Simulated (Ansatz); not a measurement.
Consider the redistribution: `NB(S)[SiH2][SiH3]` + `C=N[SiH2]N` → `[SiH3][SiH2]BS` + `N/C=N/[SiH2]N`.

Gas-phase electronic energies from Ansatz, PBE0-D4/def2-TZVP geometries. CCSD(T)/CBS adds triple-zeta CCSD(T) − MP2 to the extrapolated MP2 energy (def2 sets, frozen cores). Functionals use def2-TZVPP. B3LYP here is the variant with VWN-RPA as its local correlation; programs differ in this. One conformer a species, not always the lowest.

| level | ΔE (kJ/mol) | difference from CCSD(T)/CBS |
| --- | --- | --- |
| PBE-D4 | 71.2 | -16.3 |
| r2SCAN-D4 | 71.6 | -15.9 |
| PBE0-D4 | 74.4 | -13.1 |
| B3LYP-D4 | 80.2 | -7.3 |
| ωB97X-V | 79.8 | -7.7 |
| ωB97M-V | 83.4 | -4.1 |
| B2PLYP | 80.2 | -7.3 |
| PBE | 68.9 | -18.6 |
| r2SCAN | 71.0 | -16.5 |
| PBE0 | 72.3 | -15.2 |
| B3LYP | 76.4 | -11.1 |
| HF/def2-TZVPP | 82.6 | -4.9 |
| MP2/def2-TZVPP | 86.3 | -1.2 |
| SCS-MP2/def2-TZVPP | 88.3 | 0.8 |
| CCSD/def2-TZVPP | 88.7 | 1.2 |
| CCSD(T)/def2-TZVPP | 87.6 | 0.1 |
| HF/def2-QZVPP | 82.4 | -5.1 |
| MP2/def2-QZVPP | 86.1 | -1.4 |
| SCS-MP2/def2-QZVPP | 88.3 | 0.8 |
| HF/CBS(def2) | 82.4 | -5.1 |
| MP2/CBS(def2) | 86.1 | -1.4 |
| CCSD/CBS(def2) | 88.6 | 1.1 |
| CCSD(T)/CBS | 87.5 | 0 |

Largest T1 diagnostic among the species: 0.016.

In def2-TZVPP, CCSD(T) changes the Hartree–Fock value by +5.0 kJ/mol (the triples alone add −1.1 kJ/mol) and MP2 by +3.7 kJ/mol. The D4 term adds +3.9 kJ/mol with B3LYP and +2.1 kJ/mol with PBE0; it sums over pairs of atoms, weighted by their polarisabilities, and B3LYP, whose exchange is more repulsive, gets the larger term. From PBE to PBE0 (25 % exact exchange), in def2-TZVPP and without D4, ΔE moves by +3.4 kJ/mol.
